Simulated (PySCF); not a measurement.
3-fluoropenta-1,2,4-triene (C5H5F), SMILES C(C(F)=C=C)=C.

Coordinates come from a PBE0-D3(BJ)/def2-SVP optimisation. The values are those of a single conformer.

Method: TDA-PBE/def2-SVPD run with PySCF.

Vertical excitations. The molecule is in vacuum. State labels are in the subgroup Cs.

Question: Give excitation energies, oscillator strengths and character. (Estimate from the structure and the level; the computed values follow.)

Answer: 
```csv
state,symmetry,energy (eV),λ (nm),f,main pairs
S1,A",4.21,294,0.000,HOMO→LUMO+1 100 %
S2,A",5.50,226,0.000,HOMO−1→LUMO 99 %
S3,A',5.64,220,0.627,"HOMO→LUMO 70 %, HOMO−2→LUMO 15 %"
S4,A",5.92,209,0.002,HOMO→LUMO+2 100 %
S5,A",6.09,204,0.001,HOMO−2→LUMO+1 99 %
S6,A',6.44,193,0.334,"HOMO−2→LUMO 43 %, HOMO→LUMO+4 32 %, HOMO→LUMO 17 %"
S7,A",6.47,192,0.003,HOMO→LUMO+3 100 %
S8,A",6.92,179,0.003,HOMO→LUMO+5 98 %
S9,A",7.06,176,0.001,HOMO−3→LUMO 97 %
S10,A',7.22,172,0.222,"HOMO−3→LUMO+1 69 %, HOMO−1→LUMO+1 15 %"
T1,A',3.18,390,0,HOMO→LUMO 98 %
T2,A",3.86,321,0,HOMO→LUMO+1 99 %
T3,A',4.57,271,0,HOMO−1→LUMO+1 97 %
T4,A',5.08,244,0,"HOMO−2→LUMO 83 %, HOMO→LUMO+4 14 %"
```
Triplets are in the Tamm–Dancoff approximation.
